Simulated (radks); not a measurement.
Spherical quantum dot in the effective-mass picture: electrons in a well V = -V0 / (1 + exp((r - R)/a)) with V0 = 13.5, R = 3.44, a = 0.24, with a point charge +1 (a donor) at the centre, all in effective atomic units (hartree* = m*/eps^2 hartree, bohr* = eps/m* bohr), one dielectric constant everywhere. Method: non-relativistic Kohn-Sham, PBE, spin-polarised, spherical densities; computed with a radial shooting solver with Libxc functionals. Levels are named by radial order and angular momentum (1s, 1p, 1d, 2s, ...), and open shells are averaged over m.

N = 11, configuration 1s2 1p6 1d(up 3, down 0). This is the lowest configuration that the search found. Occupied and some empty levels:

level,occupation,eigenvalue (hartree*),<r> (bohr*)
1s up,1,-9.1777,1.755
1s down,1,-9.1356,1.699
1p up,3,-8.7655,2.117
1p down,3,-8.6976,2.101
1d up,3,-8.2586,2.275
1d down,0,-8.1821,2.268
2s up,0,-8.1029,1.537
2s down,0,-8.0805,1.571
1f up,0,-7.6266,2.390
1f down,0,-7.5459,2.388
2p up,0,-7.0085,1.825
2p down,0,-6.9765,1.826

Energy (hartree*): total -120.219, kinetic 9.2305, external -151.01, Hartree 26.098, exchange-correlation -4.5345.
